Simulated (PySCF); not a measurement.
## Basis-set dependence of population analyses: `ClC[SiH2]Cl`

Compound: CH4Cl2Si.
Bonds: Cl1–C2, C2–Si3, Si3–Cl4. Hydrogens: H5, H6 on C2; H7, H8 on Si3.

PBE0 throughout (PySCF), one geometry, spherical d and f functions. Geometry: PBE0-D3(BJ)/def2-SVP, one conformer, isolated molecule. Atoms taken as equivalent share a column and are averaged.

Mulliken charges (e):

| basis | functions | Cl1 | C2 | Si3 | Cl4 | H5/H6 | H7/H8 |
| --- | --- | --- | --- | --- | --- | --- | --- |
| pcSseg-0 | 56 | -0.029 | -1.078 | +0.843 | -0.389 | +0.332 | -0.005 |
| cc-pVDZ | 88 | -0.114 | -0.255 | +0.413 | -0.240 | +0.114 | -0.016 |
| pcSseg-1 | 109 | -0.153 | -0.501 | +0.705 | -0.342 | +0.194 | -0.048 |
| aug-cc-pVDZ | 140 | -0.124 | -0.077 | +0.303 | -0.424 | -0.086 | +0.247 |
| cc-pVTZ | 188 | -0.145 | -0.219 | +0.354 | -0.235 | +0.130 | -0.007 |
| IGLO-III | 207 | -0.024 | -0.547 | +0.935 | -0.390 | +0.169 | -0.156 |

IAO charges (e):

```json
{"basis": "pcSseg-0", "functions": "56", "Cl1": "-0.072", "C2": "-0.557", "Si3": "+0.657", "Cl4": "-0.288", "H5/H6": "+0.191", "H7/H8": "-0.061"}
{"basis": "cc-pVDZ", "functions": "88", "Cl1": "-0.085", "C2": "-0.532", "Si3": "+0.791", "Cl4": "-0.319", "H5/H6": "+0.177", "H7/H8": "-0.104"}
{"basis": "pcSseg-1", "functions": "109", "Cl1": "-0.084", "C2": "-0.542", "Si3": "+0.810", "Cl4": "-0.323", "H5/H6": "+0.177", "H7/H8": "-0.108"}
{"basis": "aug-cc-pVDZ", "functions": "140", "Cl1": "-0.090", "C2": "-0.533", "Si3": "+0.796", "Cl4": "-0.326", "H5/H6": "+0.180", "H7/H8": "-0.103"}
{"basis": "cc-pVTZ", "functions": "188", "Cl1": "-0.085", "C2": "-0.549", "Si3": "+0.823", "Cl4": "-0.328", "H5/H6": "+0.181", "H7/H8": "-0.112"}
{"basis": "IGLO-III", "functions": "207", "Cl1": "-0.081", "C2": "-0.553", "Si3": "+0.829", "Cl4": "-0.325", "H5/H6": "+0.180", "H7/H8": "-0.115"}
```

Hirshfeld charges (e):

```tsv
basis	functions	Cl1	C2	Si3	Cl4	H5/H6	H7/H8
pcSseg-0	56	-0.060	-0.113	+0.355	-0.162	+0.049	-0.060
cc-pVDZ	88	-0.055	-0.119	+0.332	-0.137	+0.055	-0.066
pcSseg-1	109	-0.054	-0.126	+0.343	-0.140	+0.055	-0.066
aug-cc-pVDZ	140	-0.041	-0.142	+0.333	-0.131	+0.056	-0.065
cc-pVTZ	188	-0.049	-0.133	+0.329	-0.131	+0.057	-0.065
IGLO-III	207	-0.035	-0.142	+0.321	-0.119	+0.053	-0.066
```

ESP-fitted charges (e):

```
      basis  functions     Cl1      C2     Si3     Cl4   H5/H6   H7/H8
   pcSseg-0         56  -0.137  -0.479  +0.636  -0.313  +0.224  -0.077
    cc-pVDZ         88  -0.089  -0.396  +0.292  -0.170  +0.201  -0.019
   pcSseg-1        109  -0.103  -0.437  +0.402  -0.205  +0.212  -0.041
aug-cc-pVDZ        140  -0.079  -0.458  +0.277  -0.162  +0.223  -0.012
    cc-pVTZ        188  -0.083  -0.419  +0.284  -0.158  +0.208  -0.020
   IGLO-III        207  -0.047  -0.494  +0.225  -0.128  +0.228  -0.006
```

Q: Which scheme is steadiest as the basis changes?

A: Largest range over the bases for any column: Hirshfeld 0.04 e, IAO 0.17 e, ESP-fitted 0.41 e, Mulliken 1.00 e. Hirshfeld charges move least and Mulliken charges most, counted in e.

Q: How much do the charges still move between the two largest bases, cc-pVTZ and IGLO-III?

A: At most, over all atoms: Mulliken 0.581 e, IAO 0.005 e, Hirshfeld 0.014 e, ESP-fitted 0.075 e.

Q: What do the same runs give for the total energy, the frontier levels and the dipole moment?

A: 
```
      basis  energy (Eh)  HOMO (eV)  LUMO (eV)  μ (D)
   pcSseg-0   -1248.4744      -8.62      -0.38   0.46
    cc-pVDZ   -1249.9857      -8.32      -0.02   0.46
   pcSseg-1   -1249.9238      -8.50      -0.23   0.39
aug-cc-pVDZ   -1249.9958      -8.44      -0.52   0.47
    cc-pVTZ   -1250.0491      -8.39      -0.18   0.51
   IGLO-III   -1250.0245      -8.31      -0.06   0.50
```

The dipole is fixed by the density alone, so its range of 0.12 D shows that the density itself changes with the basis, not only its division among atoms.
